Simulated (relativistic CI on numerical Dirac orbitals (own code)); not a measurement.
## Zr2+: 4p photoemission

Computed with this model: Dirac-Coulomb-Breit CI, KLI orbitals optimised for each configuration, QED by a radiative potential, multiplet model of photoemission in the sudden approximation, unscaled Slater integrals; configurations [Kr] 4d2 → [Ar] 3d10 4s2 4p5 4d2; 300 K; Lorentzian 1.2 eV and Gaussian 0.6 eV FWHM. Energies are those of the free ion, without screening or charge transfer. The energies are binding energies and can lie tens of eV above those of solids. S is read from ⟨S²⟩ = S(S + 1).

Field parameters in Wybourne normalisation: Oh B⁴₀ = 21Dq, B⁴₄ = √(5/14) B⁴₀. The field is a parameter set, without covalency.

Computed curve for Oh, 10Dq = 4700 cm⁻¹, scaled to 100 at the maximum (points under 2 are left out and the grid is thinned):

(Energy (eV), Intensity): (45.0, 2.1), (45.6, 2.6), (46.2, 3.3), (46.8, 4.2), (47.2, 5.2), (47.8, 7.5), (48.4, 12.1), (49.0, 23.2), (49.6, 46.1), (50.2, 58.6), (50.6, 65.3), (51.2, 90.7), (51.8, 98.4), (52.4, 86.5), (53.0, 75.5), (53.6, 53.5), (54.2, 44.3), (54.6, 39.4), (55.2, 26.6), (55.8, 16.1), (56.4, 11.8), (57.0, 9.0), (57.6, 6.0), (58.0, 4.8), (58.6, 4.0), (59.2, 4.0), (59.8, 5.0), (60.4, 8.8), (61.0, 14.0), (61.6, 12.2), (62.0, 8.9), (62.6, 5.0), (63.2, 3.6), (63.8, 4.0), (64.4, 6.5), (65.0, 12.2), (65.4, 13.8), (66.0, 9.0), (66.6, 4.2), (67.2, 2.3)

The ground state has S = 1.00, and the centroid lies at 53.38 eV.
